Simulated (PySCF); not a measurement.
H$_{2}$MgS, singlet, geometry from GFN2-xTB (such geometries of metal compounds can be far from the true shape); DF-HF/cc-pV(D+d)Z (PySCF).

PySCF was given this input:
```python
from pyscf import gto, scf

mol = gto.Mole()
mol.atom = '''
    Mg   -0.691255   -0.655444   -0.818307
    H    -1.555053   -0.880556   -2.158411
    S     0.565074    0.569376    0.650983
    H     0.808934   -0.364135    1.562378
'''
mol.basis = 'cc-pv(d+d)z'
mol.charge = 0
mol.spin = 0
mol.verbose = 4
mol.max_memory = 1800
mol.build()

mf = scf.RHF(mol)
mf = mf.density_fit(auxbasis='def2-universal-jkfit')
mf.kernel()
```

What the program printed (banner, timings and long lists left out):

```
PySCF version 2.14.0

[INPUT] verbose = 4
[INPUT] num. atoms = 4
[INPUT] num. electrons = 30
[INPUT] charge = 0
[INPUT] spin (= nelec alpha-beta = 2S) = 0
[INPUT] symmetry False subgroup None
[INPUT] Mole.unit = angstrom
[INPUT] Symbol           X                Y                Z      unit          X                Y                Z       unit  Magmom
[INPUT]  1 Mg    -0.691255000000  -0.655444000000  -0.818307000000 AA   -1.306282632236  -1.238609649989  -1.546376115814 Bohr   0.0
[INPUT]  2 H     -1.555053000000  -0.880556000000  -2.158411000000 AA   -2.938624279183  -1.664009677343  -4.078805654249 Bohr   0.0
[INPUT]  3 S      0.565074000000   0.569376000000   0.650983000000 AA    1.067835100112   1.075964701900   1.230179581748 Bohr   0.0
[INPUT]  4 H      0.808934000000  -0.364135000000   1.562378000000 AA    1.528663712849  -0.688115422368   2.952466523046 Bohr   0.0

nuclear repulsion = 59.3074385105816
number of shells = 10
number of NR pGTOs = 106
number of NR cGTOs = 56
basis = cc-pv(d+d)z
ecp = {}

******** <class 'pyscf.df.df_jk.DFRHF'> ********
method = DFRHF
initial guess = minao
damping factor = 0
level_shift factor = 0
DIIS = <class 'pyscf.scf.diis.CDIIS'>
diis_start_cycle = 1
diis_space = 8
diis_damp = 0
SCF conv_tol = 1e-09
SCF conv_tol_grad = None
SCF max_cycles = 50
direct_scf = False
Set gradient conv threshold to 3.16228e-05
Initial guess from minao.
******** <class 'pyscf.df.df.DF'> ********
auxbasis = def2-universal-jkfit
init E= -598.218066392857
  HOMO = -0.322804360307764  LUMO = -0.0144732990589658  gap/eV = 8.39012
cycle= 1 E= -598.294180343143  delta_E= -0.0761  |g|= 0.267  |ddm|= 2.98
  HOMO = -0.318646619793325  LUMO = 0.0137775768080752  gap/eV = 9.04572
cycle= 2 E= -598.32834118051  delta_E= -0.0342  |g|= 0.102  |ddm|= 1.03
  HOMO = -0.355350196016037  LUMO = 0.0250544773204693  gap/eV = 10.35134
cycle= 3 E= -598.332084469628  delta_E= -0.00374  |g|= 0.0251  |ddm|= 0.275
  HOMO = -0.352510564853527  LUMO = 0.0268670136099054  gap/eV = 10.32339
cycle= 4 E= -598.33263305815  delta_E= -0.000549  |g|= 0.00454  |ddm|= 0.128
  HOMO = -0.352252437912814  LUMO = 0.0261826469968733  gap/eV = 10.29774
cycle= 5 E= -598.332650757808  delta_E= -1.77e-05  |g|= 0.00108  |ddm|= 0.0184
  HOMO = -0.352059571295756  LUMO = 0.0261393863208141  gap/eV = 10.29132
cycle= 6 E= -598.332651804013  delta_E= -1.05e-06  |g|= 0.000369  |ddm|= 0.00428
  HOMO = -0.352122704518062  LUMO = 0.0261003444813213  gap/eV = 10.29197
cycle= 7 E= -598.332651953543  delta_E= -1.5e-07  |g|= 7.94e-05  |ddm|= 0.00191
  HOMO = -0.352103063720883  LUMO = 0.0261010991120241  gap/eV = 10.29146
cycle= 8 E= -598.332651961833  delta_E= -8.29e-09  |g|= 1.97e-05  |ddm|= 0.000436
  HOMO = -0.352100505733993  LUMO = 0.0261013160410855  gap/eV = 10.29140
cycle= 9 E= -598.332651962341  delta_E= -5.08e-10  |g|= 4.84e-06  |ddm|= 0.000159
  HOMO = -0.352100171781597  LUMO = 0.0261010514883973  gap/eV = 10.29138
Extra cycle  E= -598.332651962362  delta_E= -2.1e-11  |g|= 2.2e-06  |ddm|= 2.39e-05
converged SCF energy = -598.332651962362
```
